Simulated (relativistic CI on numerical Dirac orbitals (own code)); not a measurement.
Spin-allowed bands of a d3 ion in an octahedral site, by hand

Problem. Take Δ = 16900 cm⁻¹ and B = 740 cm⁻¹ for a d3 ion in an octahedral site. Calculate the three spin-allowed bands.

Working.
1. The terms of highest spin are 4F (energy 0) and 4P (15B = 11100 cm⁻¹). Here the F term splits into A2 at −1.2Δ = -20280, T2 at −0.2Δ = -3380 and T1 at +0.6Δ = 10140 cm⁻¹.
2. The two T1 states mix through the element 0.4Δ: H = [[10140, 6760], [6760, 11100]], with roots ½(H₁₁ + H₂₂) ∓ ½√[(H₂₂ − H₁₁)² + 4H₁₂²] = ½(21240) ∓ ½(13554) = 3843 and 17397 cm⁻¹.
3. The ground term is 4A2 at -20280 cm⁻¹.
4. Bands: 4T2 16900 cm⁻¹ (592 nm), 4T1(F) 24123 cm⁻¹ (415 nm), 4T1(P) 37677 cm⁻¹ (265 nm).

Check. Exact diagonalisation of the whole d3 shell with these parameters gives 4T2 16900, 4T1 24123, 4T1 37677 cm⁻¹. The match is exact, since without spin-orbit coupling no other term has this spin. The ratio of the second band to the first, 1.427, depends on Δ/B = 22.8 alone, which is how a Tanabe-Sugano diagram is read.
